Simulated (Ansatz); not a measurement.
Cost and result up the ladder for the cluster Sn₄Cl₄ (8 atoms). The state is a singlet with charge 0. Geometry: PBE0-D4/def2-SVP.

```xyz
8

Sn   -1.081    2.025    0.479
Sn   -1.127   -0.813    0.948
Sn    1.095    0.825   -0.969
Sn    1.060   -2.001   -0.479
Cl    0.686   -3.548   -2.259
Cl   -0.622    3.514    2.290
Cl   -2.680   -1.967    2.312
Cl    2.668    1.965   -2.321
```

Ansatz on 4 threads of Arm Neoverse N1 on a shared host. Times are rough, and most runs start from the orbitals of an earlier one. No level here is sound enough to serve as a yardstick. Binding counts from free atoms at the same level (Sn triplet, Cl doublet; other spins of the atoms weren't run), without zero-point energy or a counterpoise term.

In the def2 sets Sn takes a core potential; there is no spin–orbit coupling. Correlated methods freeze 36 core orbitals; core or outer-core shells of Sn are correlated, in sets that lack core-valence functions. The rows differ in basis, and correlated rows in double-zeta sets carry the largest basis error. Another isomer (singlet) lies 1.15 eV lower at PBE0-D4/def2-TZVP; other spin states weren't run for this one.

Run but left out: B2PLYP/def2-TZVP (restricted singlet, unstable in another Hartree–Fock run and untested here).

Correlated methods converge slowly with the basis, most of all in double-zeta sets.

```csv
level,functions,wall time
BLYP-D4/def2-TZVP,348,13 s
MP2/def2-SVP,176,13 s
PBE-D4/def2-TZVP (with forces),348,16 s
r2SCAN-D4/def2-TZVP,348,28 s
PBE0-D4/def2-TZVP,348,35 s
```

Task: Estimate what each level gives for the binding energy per atom (eV).

Result: 
```json
{"level": "BLYP-D4/def2-TZVP", "binding energy per atom (eV)": "2.59", "remarks": "restricted SCF unstable in HF"}
{"level": "MP2/def2-SVP", "binding energy per atom (eV)": "2.30", "remarks": "restricted SCF unstable"}
{"level": "PBE-D4/def2-TZVP (with forces)", "binding energy per atom (eV)": "2.72", "remarks": "restricted SCF unstable in HF"}
{"level": "r2SCAN-D4/def2-TZVP", "binding energy per atom (eV)": "2.62", "remarks": "restricted SCF unstable in HF"}
{"level": "PBE0-D4/def2-TZVP", "binding energy per atom (eV)": "2.59", "remarks": "restricted SCF unstable in HF"}
```
